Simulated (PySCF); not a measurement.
Electric field gradients and quadrupole coupling constants

C5H10O2Si.
Cartesian coordinates in Å at the GFN2-xTB level; atoms count from 1:
```
atom  x, y, z in Å
Si1    2.671   -0.267    0.667
O2     1.667    0.254   -0.489
C3     0.953   -0.459   -1.450
C4    -0.323    0.297   -1.812
C5    -1.280    0.318   -0.680
C6    -1.380   -0.104    0.585
C7    -2.752    0.510    0.618
O8    -2.536    0.908   -0.754
H9     2.931    0.996    1.335
H10    3.870   -0.894    0.102
H11    2.023   -1.265    1.525
H12    0.697   -1.458   -1.078
H13    1.579   -0.576   -2.344
H14   -0.798   -0.168   -2.680
H15   -0.069    1.327   -2.081
H16   -0.775   -0.621    1.295
H17   -2.888    1.377    1.262
H18   -3.599   -0.170    0.703
```

Field gradients from the PBE0/pcSseg-1 density (PySCF, non-relativistic), principal values in atomic units, ordered |Vxx| ≤ |Vyy| ≤ |Vzz|:

```csv
atom,Vxx,Vyy,Vzz
O2,-0.5493,-1.1796,1.7289
O8,0.1105,1.6321,-1.7426
```

Find the asymmetry η = (Vxx − Vyy)/Vzz and the couplings χ = eQV/h (234.96 MHz × Q in barn × V in au), with Q(17O) = −0.0256 b.

```csv
atom,environment,nucleus,η,χzz (MHz),χxx (MHz),χyy (MHz)
O2,silyl ether oxygen,17O,0.36,-10.40,3.30,7.10
O8,cyclic ether oxygen,17O,0.87,10.48,-0.66,-9.82
```

What is Vzz at O2 in SI units (1 au = 9.71736 × 10²¹ V/m²)?

1.7289 au = 16.801 × 10²¹ V/m².

And the gradient at the other heavy atoms, for which no coupling is worked out here?

```csv
atom,environment,Vzz (au),η
Si1,oxygen-bound silicon,0.487,0.29
C3,sp3 carbon bound to oxygen,0.380,0.25
C4,allylic carbon,0.069,0.73
C5,vinylic carbon bearing oxygen,-0.370,0.25
C6,alkene CH carbon,-0.105,0.38
C7,sp3 carbon bound to oxygen,0.420,0.15
```

What couplings would deuterons (Q(2H) = 0.00286 b) have in place of the hydrogens, at this geometry?

```csv
atom,bonded to,bond length (Å),Vzz (au),η,χzz (kHz)
H9,Si1,1.452,0.1694,0.01,114
H10,Si1,1.467,0.1567,0.04,105
H11,Si1,1.468,0.1567,0.04,105
H12,C3,1.096,0.2857,0.08,192
H13,C3,1.098,0.2866,0.06,193
H14,C4,1.093,0.3003,0.03,202
H15,C4,1.094,0.2984,0.03,201
H16,C6,1.067,0.3630,0.09,244
H17,C7,1.089,0.3052,0.05,205
H18,C7,1.090,0.3048,0.05,205
```

The structure is a single GFN2-xTB conformer in the gas phase; no vibrational or solvent corrections. GFN2-xTB bond lengths can be off by several hundredths of an ångström, more for odd bonds, and the gradients follow them. With so small a basis the couplings can be 20 % off.
